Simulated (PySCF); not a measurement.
Point-charge models of `CP(C)/C=C\[P@@H](C)=O` against its computed dipole.

Coordinates (GFN2-xTB, Å) and charges (e) from the PBE0/pcSseg-1 density (PySCF):

```csv
atom,x,y,z,Mulliken,IAO,Hirshfeld,ESP-fitted
C1,-2.579,1.510,-0.572,-0.4725,-0.6117,-0.1672,-0.6039
P2,-1.154,0.354,-0.808,+0.2183,+0.5157,+0.1837,+0.0491
C3,-2.013,-1.234,-0.425,-0.4298,-0.6067,-0.1639,-0.7233
C4,-0.363,0.573,0.818,-0.2911,-0.3016,-0.0744,+0.1513
C5,0.912,0.230,0.938,-0.3518,-0.4218,-0.1013,-0.5943
P6,1.743,-0.481,-0.504,+0.8113,+1.4056,+0.3900,+1.1688
C7,3.525,-0.343,-0.131,-0.5291,-0.6942,-0.1645,-0.5565
O8,1.320,-1.848,-0.824,-0.6115,-0.9279,-0.3969,-0.7034
H9,-2.215,2.535,-0.568,+0.1464,+0.1560,+0.0423,+0.1694
H10,-3.109,1.303,0.357,+0.1294,+0.1392,+0.0397,+0.1727
H11,-3.266,1.394,-1.409,+0.1460,+0.1580,+0.0453,+0.2220
H12,-1.264,-2.020,-0.380,+0.1843,+0.1827,+0.0415,+0.2422
H13,-2.708,-1.453,-1.234,+0.1419,+0.1538,+0.0447,+0.2496
H14,-2.551,-1.171,0.521,+0.1290,+0.1373,+0.0373,+0.2047
H15,-0.945,0.965,1.646,+0.1316,+0.1481,+0.0498,+0.0958
H16,1.457,0.278,1.873,+0.1320,+0.1589,+0.0513,+0.2019
H17,1.561,0.438,-1.528,+0.0574,-0.0860,-0.0162,-0.1698
H18,3.815,0.680,0.088,+0.1408,+0.1586,+0.0488,+0.1323
H19,3.747,-0.987,0.720,+0.1550,+0.1652,+0.0536,+0.1494
H20,4.080,-0.712,-0.992,+0.1625,+0.1709,+0.0567,+0.1421
```

Task: Compute μ = Σ q r for each scheme (1 e·Å = 4.803 D) and compare with the dipole of the full density.

Result: The full density gives (-0.13, 3.17, 1.80) D, 3.65 D in size; dipole vectors point from the negative to the positive end.

```
    scheme     μx    μy     μz  size (D)  share of the full size (%)  angle to the full dipole (°)
  Mulliken   0.71  2.87  -1.00      3.12                          86                            51
       IAO   1.41  4.96  -0.56      5.18                         142                            40
 Hirshfeld   0.23  2.77   0.37      2.80                          77                            23
ESP-fitted  -0.25  3.19   1.81      3.68                         101                             2
```

Task: Which set comes closest?

Result: Length of the difference vector: ESP-fitted 0.11 D, Hirshfeld 1.53 D, Mulliken 2.94 D, IAO 3.34 D. Closest: ESP-fitted. 

Task: What is left for the Hirshfeld atoms' own dipoles?

Result: The shares of the density sum to the whole, so what Σ q r misses lies in dipoles about the nuclei. The atomic dipoles sum to (-0.13, 3.17, 1.80) − (0.23, 2.77, 0.37) = (-0.36, 0.40, 1.43) D, 1.53 D in size.

Task: With the origin at the mean of the coordinates, (0.000, 0.001, -0.121) Å, which are the largest single terms, by size, of the IAO dipole along the direction of the full one?

Result: O8 +8.92, P6 -4.53, C1 -3.47, C3 +3.35, H12 -1.61 D; all 20 atoms together +3.98 D. The single terms depend on the origin, their sum doesn't.

Task: Give the size of the full dipole in other units.

Result: 3.65 D = 1.436 au = 0.760 e·Å = 12.18 × 10⁻³⁰ C·m.

Isolated species at its GFN2-xTB geometry (one conformer only).

The values belong to the conformer `[CH3:1][P:2]([CH3:3])/[CH:4]=[CH:5]\[P@@H:6]([CH3:7])=[O:8]`: C1–P2–C4–C5 -160°, C4–C5–P6–C7 163°.
